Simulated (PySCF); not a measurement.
Assigning NMR signals

Bonds: C1-O2, O2-C3, C3-C4, C4-N5, C3-Si6, Si6-N7, Si6-O8, O8-Si9. C1 carries H10, H11, H12; C3 carries H13; C4 carries H14; N5 carries H15; Si6 carries H16; N7 carries H17, H18; Si9 carries H19, H20, H21.

PySCF 2.14.0 with density-fitted response routines calculation with GFN2-xTB geometry and σ from GIAO-PBE0/pcSseg-1; non-relativistic, no solvent model, one computed conformer, fast rotation and ring inversion assumed for equivalent nuclei.

References, each an isolated molecule treated in the same way: 13C (186.93 ppm), 1H (31.72 ppm) vs TMS.

(1) Assign these signals to the numbered atoms. 13C{1H} NMR (computed): δ 182.4 (CH), 83.9 (CH), 62.4 (CH3).

(2) Assign these signals to the numbered atoms. 1H NMR (400 MHz, computed): δ 10.98 (br s, 1H), 8.75 (d, 1H), 5.13 (s, 3H), 4.65 (d, 1H), 3.64 (m, 1H), 3.61 (s, 3H), 1.32 (br s, 2H).

Answers

(1) 
```tsv
δ (ppm)	atoms	environment	reason
182.4	C4	carbon bonded to C, N, H	–
83.9	C3	carbon bonded to C, O, Si, H	–
62.4	C1	carbon bonded to O, 3 H	–
```

(2) 
10.98 → H15, hydrogen on a nitrogen bonded to C
8.75 → H14, hydrogen on a carbon bonded to C, N
5.13 → H19/H20/H21, hydrogen on a silicon bonded to O
4.65 → H16, hydrogen on a silicon bonded to C, N, O
3.64 → H13, hydrogen on a carbon bonded to C, O, Si
3.61 → H10/H11/H12, hydrogen on a carbon bonded to O
1.32 → H17/H18, hydrogen on a nitrogen bonded to Si

H13 and H10/H11/H12 lie closer than the usual error of such a calculation, so a measured spectrum could show them in the other order.

OH and NH positions are those of a molecule without intermolecular hydrogen bonds; in solution they move with solvent, concentration and temperature, and exchange usually removes their couplings. Shifts are as computed. Against solution values, carbons near 30 ppm lie about +3 ppm off and those near 130 ppm about +5 ppm. Of 1309 compounds with measured shifts, 239 miss one by over three times the rms of a fit or turn the order of signals round; such compounds aren't used in these exercises. Multiplicities follow the n + 1 count of equivalent neighbours, as no J values were calculated; m marks all less simple cases, F and P coupling included.
